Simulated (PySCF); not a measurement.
## C8H9B: core ionisation energies

Compound: C₈H₉B.
Numbering: `[CH2:1]=[CH:2][B:3]1[CH:4]=[CH:5][CH:6]=[CH:7][CH:8]=[CH:9]1`

Level of theory: delta-SCF UKS SCAN, pcX-2 on the ionised atom, pcseg-1 elsewhere, spin-free X2C in PySCF 2.14.0. These are vertical core ionisation energies against the vacuum level, from separate self-consistent calculations with and without the core hole.

Task: Give the core binding energies atom by atom.

Result: 
| atom(s) | bonded to | level | binding energy (eV) | above the level's lowest (eV) | count |
| --- | --- | --- | --- | --- | --- |
| B3 | 3 C | B 1s | 194.06 | 0.00 | 1 |
| C4/C9 | C (double bond), H and B | C 1s | 289.42 | 0.00 | 2 |
| C2 | C (double bond), H and B | C 1s | 289.45 | +0.03 | 1 |
| C1 | C (double bond) and 2 H | C 1s | 289.67 | +0.25 | 1 |
| C6/C7 | C (double bond), C and H | C 1s | 290.37 | +0.95 | 2 |
| C5/C8 | C (double bond), C and H | C 1s | 290.46 | +1.04 | 2 |

Lowest listed C 1s: C4/C9, bonded to C (double bond), H and B. Highest, 1.04 eV above it: C5/C8, bonded to C (double bond), C and H. Summing the Pauling electronegativity differences to the bonded atoms, each weighted by its formal bond order, gives -0.86 for the lowest site and -0.35 for the highest; no listed site has a larger sum than the highest. The values 289.42 and 289.45 eV lie too close for their order to be trusted.

Task: Which effective nuclear charge Zeff reproduces each element's mean 1s value in the hydrogen-like formula E = 13.606 eV × Zeff²?

Result: B (Z = 5): mean 194.1 eV, Zeff = 3.78, Z − Zeff = 1.22; C (Z = 6): mean 290.0 eV, Zeff = 4.62, Z − Zeff = 1.38. Means run over the listed sites, weighted by atom count.

Task: What is the C 1s shift of C5/C8 against C1?

Result: 290.46 − 289.67 = +0.79 eV, or +76 kJ/mol.

One atom of each set of topologically equivalent atoms was ionised and stands for the set; in this conformer not all members are related by symmetry, and their own values weren't computed. Spin contamination (⟨S²⟩ against 0.75 for a pure doublet) is marked for C 1s of C2 (0.87), B 1s of B3 (0.93), C 1s of C4/C9 (0.86), C 1s of C5/C8 (0.90) and C 1s of C6/C7 (0.88), which makes these values less certain. Geometry: PBE0-D3(BJ)/def2-SVP, one conformer, isolated molecule.

Conformer computed: `[CH2:1]=[CH:2][B:3]1[CH:4]=[CH:5][CH:6]=[CH:7][CH:8]=[CH:9]1`: C1–C2–B3–C4 11°.
